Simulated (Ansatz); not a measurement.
Reaction (cleavage of the Si–Si bond): `N[SiH2]O[SiH2][SiH3]` + `CNCS` → `CNCS[SiH3]` + `N[SiH2]O[SiH3]`

Computed with Ansatz on PBE0-D4/def2-TZVP structures; ΔE is electronic, products minus reactants. CCSD(T)/CBS is the MP2 limit (def2-TZVPP, def2-QZVPP) plus CCSD(T) − MP2 in def2-TZVPP, frozen cores. DFT in def2-TZVPP. B3LYP here is the variant with VWN-RPA as its local correlation; programs differ in this. One conformer a species, not always the lowest.

Is it downhill or uphill in electronic energy at CCSD(T)/CBS, and by how much? (Estimate.)

The calculation gave: Downhill: ΔE = -0.71 eV.

What do these levels give: ωB97X-V, B2PLYP, PBE, r2SCAN, B3LYP, HF/def2-TZVPP, SCS-MP2/def2-TZVPP, CCSD/def2-TZVPP, CCSD(T)/def2-TZVPP, MP2/def2-QZVPP, MP2/CBS(def2), CCSD/CBS(def2)? (Best estimate.)

Ansatz gave: ωB97X-V -0.66, B2PLYP -0.75, PBE -0.63, r2SCAN -0.72, B3LYP -0.72, HF/def2-TZVPP -0.79, SCS-MP2/def2-TZVPP -0.79, CCSD/def2-TZVPP -0.68, CCSD(T)/def2-TZVPP -0.69, MP2/def2-QZVPP -0.82, MP2/CBS(def2) -0.82, CCSD/CBS(def2) -0.70 eV.

Largest T1 diagnostic among the species: 0.012.

The D4 term adds +0.04 eV with B3LYP and +0.02 eV with PBE0; it sums over pairs of atoms, weighted by their polarisabilities, and B3LYP, whose exchange is more repulsive, gets the larger term.
